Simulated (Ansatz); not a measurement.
Two isomers of C4H2F8: A = `FCC(F)(C(F)(F)F)C(F)(F)F`, B = `FCC(F)(F)C(F)(F)C(F)(F)F`.

Computed with Ansatz on PBE0-D4/def2-TZVP structures; ΔE is electronic, products minus reactants. CCSD(T)/CBS adds triple-zeta CCSD(T) − MP2 to the extrapolated MP2 energy (def2 sets, frozen cores). DFT in def2-TZVPP. B3LYP here is the variant with VWN-RPA as its local correlation; programs differ in this. One conformer a species, not always the lowest.

(1) Which isomer does CCSD(T)/CBS put lower? Give the gap. (An estimate is asked.)

(2) Give E(B) − E(A) in kJ/mol with CCSD(T)/def2-SVP, CCSD(T)/def2-TZVPP, PBE-D4, HF/def2-TZVPP, PBE0-D4, B3LYP, r2SCAN-D4. (An estimate is asked.)

(3) Does the order hold for the free energy at 298.15 K (harmonic terms from PBE0-D4)? (Estimate.)

Largest T1 diagnostic: 0.012.

Results:

(1) Computed: A, by 24.1 kJ/mol.

(2) The calculation gave: CCSD(T)/def2-SVP 32.3, CCSD(T)/def2-TZVPP 26.2, PBE-D4 22.3, HF/def2-TZVPP 19.6, PBE0-D4 24.2, B3LYP 18.0, r2SCAN-D4 25.2. None reverses the order clearly.

(3) Computed: Yes: G(B) − G(A) = +19.8 kJ/mol, for one conformer each. Modes under 60 cm⁻¹, often nearly free rotors, make the harmonic entropy too high.

The D4 term adds +3.1 kJ/mol with B3LYP and +1.7 kJ/mol with PBE0; it sums over pairs of atoms, weighted by their polarisabilities, and B3LYP, whose exchange is more repulsive, gets the larger term. In def2-TZVPP, CCSD(T) changes the Hartree–Fock value by +6.6 kJ/mol (the triples alone add +1.0 kJ/mol) and MP2 by +8.6 kJ/mol.
